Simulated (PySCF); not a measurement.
Se(Br)(GeH3) (BrGeH₃Se), SMILES [GeH3][Se]Br.

Coordinates come from a ωB97X-D3(BJ)/def2-SVP optimisation. The structure was generated by enumeration, and PubChem lists no compound with its InChIKey, so it may never have been made.

Two levels are set side by side: TDDFT-PBE/def2-SVPD (PySCF) and TDDFT-PBE0/def2-SVPD (PySCF). Vertical, same geometry. The lowest singlet is HOMO→LUMO 100 % with PBE and HOMO→LUMO 100 % with the other functional; states are paired by order. Differences are taken from unrounded values.

```tsv
quantity	TDDFT-PBE0
lowest singlet excitation (eV)	2.64
lowest triplet excitation (TDA) (eV)	1.97
```

Task: What does TDDFT-PBE give, and how far is it from TDDFT-PBE0? (The exact figures need the calculation; the answer reports its results.)

Result: 
| quantity | TDDFT-PBE | TDDFT-PBE minus TDDFT-PBE0 |
|---|---|---|
| lowest singlet excitation (eV) | 2.47 | -0.17 |
| lowest triplet excitation (TDA) (eV) | 1.85 | -0.12 |

Functionals without exact exchange tend to place singlet excitations lower, as here. Differences between two approximate levels are no errors against the true value.

Rough cost on one machine, each run with all the roots and properties that it gave: TDDFT-PBE0 against TDDFT-PBE about 5 times.
